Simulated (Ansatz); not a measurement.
The first iterations of a band of C2H4OSi (8 atoms, charge 0, multiplicity 1).

Theory: RKS BHLYP-D4/6-31G* in Ansatz 0.2.0.

```
movable images  : 7
climbing image  : yes
spring          : 2.0 to 10.0 eV/Å², energy-weighted
optimiser       : quadratic models (default)
start path      : IDPP
force threshold : 0.05 eV/Å
iteration limit : 60
end points      : relaxed
```

Image 0:

```xyz
8
Properties=species:S:1:pos:R:3
O 1.446 -1.278 1.955
C 1.190 -0.648 1.021
C 0.865 0.058 -0.029
Si -0.906 0.286 -0.510
H 1.676 0.494 -0.590
H -1.285 1.713 -0.483
H -1.154 -0.224 -1.872
H -1.741 -0.458 0.452
```

Image 8:

```xyz
8
Properties=species:S:1:pos:R:3
O 2.182 -1.680 -0.132
C 1.488 -0.810 0.178
C 0.677 0.161 0.504
Si -0.981 0.327 -0.297
H 1.027 0.851 1.257
H -1.103 1.617 -1.004
H -1.134 -0.776 -1.265
H -2.064 0.253 0.704
```

| iteration | highest image above the first end (eV) | largest band force component (eV/Å) |
| --- | --- | --- |
| 1 | 0.086 | 0.741 |
| 2 | 0.069 | 0.562 |

**Question.** Does the band converge within its limit, and where does its top end?

**Answer.** It converged. It ended after 7 iterations with the highest image 0.047 eV above the first end. Another band between the same ends (7 images) ends at a top of the same energy, where a vibrational analysis finds 1 clearly imaginary mode.

Run time: 86 s on 1 thread of Intel(R) Xeon(R) 6975P-C (Granite Rapids), on a shared host, peak memory 0.15 GiB.
